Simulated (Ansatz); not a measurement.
`[NH2][AlH][Br]`, relaxed with RKS PBE0-D4/def2-TZVP in Ansatz 0.2.0 from a PBE-D4/def2-SVP geometry. The force threshold is 0.005 eV/Å; the program also tests the step.

The species carries charge 0 and has multiplicity 1.

Start:

```xyz
6

N    -0.758   -0.452    0.497
Al    0.478    0.513   -0.336
Br    2.229   -0.611   -1.258
H    -1.591   -0.070    0.951
H    -0.738   -1.470    0.590
H     0.382    2.091   -0.444
```

**Question.** By how much does the energy fall, and how many steps does the optimiser take? (Best estimate.)

**Answer.** The calculation gave: 1.88 kJ/mol, in 5 steps.

**Question.** Which bonds change most? (Best estimate.)

**Answer.** Ansatz gave: N1–Al2 from 1.776 to 1.756 Å; Al2–Br3 from 2.276 to 2.258 Å; N1–H5 from 1.022 to 1.007 Å; N1–H4 from 1.023 to 1.007 Å.

**Question.** Give the relaxed structure. (An estimate is asked.)

**Answer.** Ansatz gave: 
```xyz
6

N    -0.751   -0.450    0.492
Al    0.472    0.504   -0.332
Br    2.212   -0.606   -1.249
H    -1.568   -0.064    0.937
H    -0.735   -1.452    0.586
H     0.371    2.068   -0.435
```
